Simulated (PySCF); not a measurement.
C₆H₁₃NOSi.
Structure used (GFN2-xTB), in Å, numbered top down from 1:
```xyz
22
C6H13NOSi angstrom
C     -2.2274    1.4658   -1.1608
C     -1.4598    1.4972    0.1103
N     -0.8991    0.5343    0.6861
Si    -0.6009   -1.1063    0.2789
C     -0.2951   -1.9649    1.9393
C      1.0322   -1.0731   -0.7557
C      1.4233    0.3463   -0.9322
C      2.3875    0.8749    0.1007
O      0.9590    1.0508   -1.8029
H     -1.5163    1.6838   -1.9593
H     -2.6429    0.4776   -1.3381
H     -3.0080    2.2214   -1.1764
H     -1.3513    2.4797    0.5746
H     -1.5875   -1.8619   -0.5135
H     -1.2125   -2.0229    2.5146
H      0.4344   -1.4315    2.5406
H      0.0674   -2.9773    1.7953
H      0.8248   -1.5193   -1.7248
H      1.8069   -1.6435   -0.2532
H      3.3177    0.3117    0.0658
H      2.5930    1.9273   -0.0764
H      1.9444    0.7491    1.0861
```

IAO charges (e) from the PBE0/pcSseg-1 density (PySCF), one withheld:

| atom | bonded to | charge |
| --- | --- | --- |
| C1 | C2 H10 H11 H12 | -0.4690 |
| C2 | C1 N3 H13 | ? |
| N3 | C2 Si4 | -0.5708 |
| Si4 | N3 C5 C6 H14 | +1.0298 |
| C5 | Si4 H15 H16 H17 | -0.7273 |
| C6 | Si4 C7 H18 H19 | -0.5994 |
| C7 | C6 C8 O9 | +0.4077 |
| C8 | C7 H20 H21 H22 | -0.4750 |
| O9 | C7 | -0.4535 |
| H10 | C1 | +0.1887 |
| H11 | C1 | +0.1541 |
| H12 | C1 | +0.1539 |
| H13 | C2 | +0.1333 |
| H14 | Si4 | -0.1572 |
| H15 | C5 | +0.1590 |
| H16 | C5 | +0.1579 |
| H17 | C5 | +0.1503 |
| H18 | C6 | +0.1734 |
| H19 | C6 | +0.1542 |
| H20 | C8 | +0.1554 |
| H21 | C8 | +0.1611 |
| H22 | C8 | +0.1650 |

Q: What is the charge on C2?

A: The charges add up to the total charge, 0. The others sum to -0.1084, which leaves +0.1084 e for C2 (C=N carbon); the computed value is +0.1083, the difference coming from rounding.

Q: Add each hydrogen's charge to the atom that carries it.

A: C1 +0.0277, C2 +0.2416, Si4 +0.8726, C5 -0.2601, C6 -0.2718, C8 +0.0065. Atoms without hydrogen keep their charges.

Q: Across which bond do the charges differ most?

A: Si4–C5: +1.0298 on Si4 against -0.7273 on C5, a difference of 1.7571 e. The lower charge is on the more electronegative element of the two (Pauling values: C 2.55, Si 1.90).

Q: Take the bonds between elements whose Pauling electronegativities differ by more than 0.25. In how many does the more electronegative atom carry the lower charge?

A: In 18 of 18.

Q: How much positive and how much negative charge does this set hold in all?

A: +3.4521 e on 15 atoms and -3.4522 e on 7.

The IAO scheme counts the electrons in orthogonalised intrinsic atomic orbitals, a minimal basis polarised so that it spans the occupied orbitals exactly. One conformer (not necessarily the lowest) at the GFN2-xTB geometry, without solvent, vibrations or thermal averaging.
